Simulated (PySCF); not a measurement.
C4H3O (SMILES [c]1ccoc1), doublet (typed; the unrestricted solution is spin-contaminated), at a GFN2-xTB geometry; CCSD(T)/6-31G in PySCF.

PySCF was given this input:
```python
from pyscf import gto, scf, cc

mol = gto.Mole()
mol.atom = '''
    O     0.003210    0.037124    1.100777
    C    -0.004705    1.132784    0.306132
    C     0.006077   -1.038904    0.290733
    C    -0.006685    0.732466   -0.983357
    C     0.000199   -0.672687   -1.022982
    H    -0.008057    2.094604    0.774367
    H     0.012330   -2.003975    0.757835
    H     0.000727   -1.309578   -1.881567
'''
mol.basis = '6-31g'
mol.charge = 0
mol.spin = 1
mol.verbose = 4
mol.build()

mf = scf.UHF(mol)
mf.kernel()

mycc = cc.CCSD(mf, frozen=6)
mycc.kernel()
et = mycc.ccsd_t()
print('E(CCSD(T)) = %.10f' % (mycc.e_tot + et))
```

What the program printed (banner, timings and long lists left out):

```
PySCF version 2.14.0

[INPUT] verbose = 4
[INPUT] num. atoms = 8
[INPUT] num. electrons = 35
[INPUT] charge = 0
[INPUT] spin (= nelec alpha-beta = 2S) = 1
[INPUT] symmetry False subgroup None
[INPUT] Mole.unit = angstrom
[INPUT] Symbol           X                Y                Z      unit          X                Y                Z       unit  Magmom
[...]
nuclear repulsion = 153.517591403733
number of shells = 31
number of NR pGTOs = 122
number of NR cGTOs = 51
basis = 6-31g
ecp = {}

******** <class 'pyscf.scf.uhf.UHF'> ********
method = UHF
initial guess = minao
damping factor = 0
level_shift factor = 0
DIIS = <class 'pyscf.scf.diis.CDIIS'>
diis_start_cycle = 1
diis_space = 8
diis_damp = 0
SCF conv_tol = 1e-09
SCF conv_tol_grad = None
SCF max_cycles = 50
direct_scf = True
direct_scf_tol = 1e-13
number electrons alpha = 18  beta = 17
Set gradient conv threshold to 3.16228e-05
init E= -229.484691170343

cycle= 1 E= -227.775030195492  delta_E= 1.71  |g|= 0.314  |ddm|= 2.08
cycle= 2 E= -227.846752435369  delta_E= -0.0717  |g|= 0.138  |ddm|= 0.541
cycle= 3 E= -227.857655162847  delta_E= -0.0109  |g|= 0.0565  |ddm|= 0.183
cycle= 4 E= -227.860674765341  delta_E= -0.00302  |g|= 0.0229  |ddm|= 0.101
cycle= 5 E= -227.86152753463  delta_E= -0.000853  |g|= 0.0155  |ddm|= 0.04
cycle= 6 E= -227.862308732184  delta_E= -0.000781  |g|= 0.0131  |ddm|= 0.0425
cycle= 7 E= -227.863037676549  delta_E= -0.000729  |g|= 0.0121  |ddm|= 0.0416
cycle= 8 E= -227.864215648467  delta_E= -0.00118  |g|= 0.0113  |ddm|= 0.0696
cycle= 9 E= -227.865619298542  delta_E= -0.0014  |g|= 0.0104  |ddm|= 0.089
cycle= 10 E= -227.86686754437  delta_E= -0.00125  |g|= 0.00898  |ddm|= 0.0886
cycle= 11 E= -227.86822609427  delta_E= -0.00136  |g|= 0.00514  |ddm|= 0.14
cycle= 12 E= -227.868478176315  delta_E= -0.000252  |g|= 0.00157  |ddm|= 0.0766
cycle= 13 E= -227.868470977763  delta_E= 7.2e-06  |g|= 0.00126  |ddm|= 0.0154
cycle= 14 E= -227.868482751969  delta_E= -1.18e-05  |g|= 0.000483  |ddm|= 0.0192
cycle= 15 E= -227.86848327819  delta_E= -5.26e-07  |g|= 0.000188  |ddm|= 0.00345
cycle= 16 E= -227.868483333238  delta_E= -5.5e-08  |g|= 6.76e-05  |ddm|= 0.000849
cycle= 17 E= -227.868483337374  delta_E= -4.14e-09  |g|= 3.97e-05  |ddm|= 0.000518
cycle= 18 E= -227.86848334188  delta_E= -4.51e-09  |g|= 1.99e-05  |ddm|= 0.000468
cycle= 19 E= -227.868483343979  delta_E= -2.1e-09  |g|= 9.58e-06  |ddm|= 0.000171
cycle= 20 E= -227.868483344304  delta_E= -3.25e-10  |g|= 4.52e-06  |ddm|= 3.86e-05
Extra cycle  E= -227.868483344341  delta_E= -3.72e-11  |g|= 3.26e-06  |ddm|= 8.28e-06
converged SCF energy = -227.868483344341  <S^2> = 1.1486109  2S+1 = 2.3652576

******** <class 'pyscf.cc.uccsd.UCCSD'> ********
CC2 = 0
CCSD nocc = (np.int64(12), np.int64(11)), nmo = (45, 45)
frozen orbitals 6
max_cycle = 50
direct = 0
conv_tol = 1e-07
conv_tol_normt = 1e-06
diis_space = 6
diis_start_cycle = 0
diis_start_energy_diff = 1e+09
Init t2, MP2 energy = -0.377018267006756
Init E_corr(UCCSD) = -0.377018267020298
cycle = 1  E_corr(UCCSD) = -0.392261052326461  dE = -0.0152427853  norm(t1,t2) = 0.122561
cycle = 2  E_corr(UCCSD) = -0.408320060340612  dE = -0.016059008  norm(t1,t2) = 0.0602739
cycle = 3  E_corr(UCCSD) = -0.416223774821941  dE = -0.00790371448  norm(t1,t2) = 0.0456717
cycle = 4  E_corr(UCCSD) = -0.425782914774925  dE = -0.00955913995  norm(t1,t2) = 0.0269021
cycle = 5  E_corr(UCCSD) = -0.425231112543853  dE = 0.000551802231  norm(t1,t2) = 0.0108425
cycle = 6  E_corr(UCCSD) = -0.42547995306506  dE = -0.000248840521  norm(t1,t2) = 0.00395008
cycle = 7  E_corr(UCCSD) = -0.425749319311  dE = -0.000269366246  norm(t1,t2) = 0.00206995
cycle = 8  E_corr(UCCSD) = -0.425716521081116  dE = 3.27982299e-05  norm(t1,t2) = 0.000932846
cycle = 9  E_corr(UCCSD) = -0.425731636199541  dE = -1.51151184e-05  norm(t1,t2) = 0.000533712
cycle = 10  E_corr(UCCSD) = -0.425736519989012  dE = -4.88378947e-06  norm(t1,t2) = 0.000241022
cycle = 11  E_corr(UCCSD) = -0.425740427588917  dE = -3.9075999e-06  norm(t1,t2) = 0.000111384
cycle = 12  E_corr(UCCSD) = -0.425743857100694  dE = -3.42951178e-06  norm(t1,t2) = 5.72246e-05
cycle = 13  E_corr(UCCSD) = -0.425742097159299  dE = 1.75994139e-06  norm(t1,t2) = 2.77653e-05
cycle = 14  E_corr(UCCSD) = -0.425740918521779  dE = 1.17863752e-06  norm(t1,t2) = 1.63384e-05
cycle = 15  E_corr(UCCSD) = -0.425739532825012  dE = 1.38569677e-06  norm(t1,t2) = 1.02608e-05
cycle = 16  E_corr(UCCSD) = -0.425739071200453  dE = 4.61624559e-07  norm(t1,t2) = 4.6679e-06
cycle = 17  E_corr(UCCSD) = -0.425739032020782  dE = 3.9179671e-08  norm(t1,t2) = 2.31485e-06
cycle = 18  E_corr(UCCSD) = -0.425738958779296  dE = 7.32414867e-08  norm(t1,t2) = 1.49733e-06
cycle = 19  E_corr(UCCSD) = -0.42573893296547  dE = 2.58138258e-08  norm(t1,t2) = 8.14073e-07
UCCSD converged
E(UCCSD) = -228.2942222773067  E_corr = -0.4257389329654698
UCCSD(T) correction = -0.0162339827758119
E(CCSD(T)) = -228.3104562601
```
